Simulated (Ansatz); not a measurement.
`[CH3][GeH]([NH2])[OH]` → NH₃ + `[CH3][Ge][OH]` at 600 K and 1 bar (germylene formation by 1,1-elimination).

Isolated molecules relaxed with PBE0-D4/def2-TZVP in Ansatz; ΔE leaves out vibrations. CCSD(T)/CBS is the MP2 limit (def2-TZVPP, def2-QZVPP) plus CCSD(T) − MP2 in def2-TZVPP, frozen cores. This one scheme is used for every species. For Ge outer-core shells are correlated without core-valence functions, which leaves a few kJ/mol of doubt a bond. Scalar relativity is left out up to krypton. One conformer a species, not always the lowest.

```tsv
species	CCSD(T)/CBS energy (Eh)	H − E (kJ/mol)	S (J/(mol·K))
`[CH3][GeH]([NH2])[OH]`	-2248.30725	285.3	442.5
NH₃	-56.50880	112.4	219.5
`[CH3][Ge][OH]`	-2191.75471	171.0	364.9
```

H − E and S are ideal-gas, rigid-rotor, harmonic terms from PBE0-D4/def2-TZVP, for one conformer and one mirror image of each species. 1 Eh = 2625.50 kJ/mol, R = 8.31446 J/(mol·K).

By hand: ΔE, ΔH, ΔS and ΔG.

ΔE = (-56.50880) + (-2191.75471) − (-2248.30725) = 0.04374 Eh = 114.8 kJ/mol. Δ(H − E) = 112.4 + 171.0 − 285.3 = -1.9, so ΔH = 112.9 kJ/mol. ΔS = 219.5 + 364.9 − 442.5 = 141.9 J/(mol·K). ΔG = 112.9 − 600 × (141.9)/1000 = 27.8 kJ/mol.

By hand: the equilibrium constant, and the temperature at which ΔG would vanish if ΔH and ΔS stayed fixed.

log₁₀ K = −ΔG/(RT ln 10) = -2.4. ΔG = 0 at ΔH/ΔS = 796 K.

The number of gas molecules changes by +1, which sets the sign of ΔS. A doubt of 5 kJ/mol in ΔE shifts log₁₀ K by 0.4 here. Other conformers and mirror images would add mixing entropy, several J/(mol·K) or more a flexible species. These are equilibria of isolated gas molecules and say nothing of rates. Largest T1 diagnostic: 0.014 (customary marks: 0.02 for closed shells, 0.045 for open ones).
